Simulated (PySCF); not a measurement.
**Spinor energies of I⁵²⁺ (iodine, charge +52)**

Start: 1s1; 1s1/2 filled at m_j = +1/2. Calculated with PySCF 2.14 in an even-tempered Gaussian basis (15 s from 130 bohr⁻², ratio 2.4; 10 p from 170 bohr⁻², ratio 2.4; 3 d from 510 bohr⁻², ratio 2.6; 3 f from 760 bohr⁻², ratio 2.6): generalised Hartree-Fock with the X2C-1e Hamiltonian and a Gaussian nucleus; one run each with spin-orbit coupling (SO) switched off, then screened by Boettger's factors, then bare.

| spinor shell | electrons | ε, spin-free (eV) | ε, screened SO (eV) | ε, bare SO (eV) | weight of nominal j (screened SO) | rms radius, screened SO (bohr) |
| --- | --- | --- | --- | --- | --- | --- |
| 1s1/2 | 1 | -39762.8 | -39762.8 | -39762.8 | 1.000 | 0.0306 |

```csv
quantity,spin-free,screened SO,bare SO
E (hartree),-1461.25516,-1461.25516,-1461.25516
M_J,1/2,1/2,1/2
⟨J²⟩,0.750,0.750,0.750
⟨L²⟩,0.000,0.000,0.000
⟨S²⟩,0.750,0.750,0.750
```

Breit and QED terms are absent; they matter most for the inner s and p1/2 levels.

Densities and radii are taken from the X2C orbitals without a picture-change correction, which distorts them close to the nucleus.

Without spin-orbit coupling the j labels of p, d and f shells carry no meaning; the spin-free column gives the mean over the occupied spinors of each nl shell.
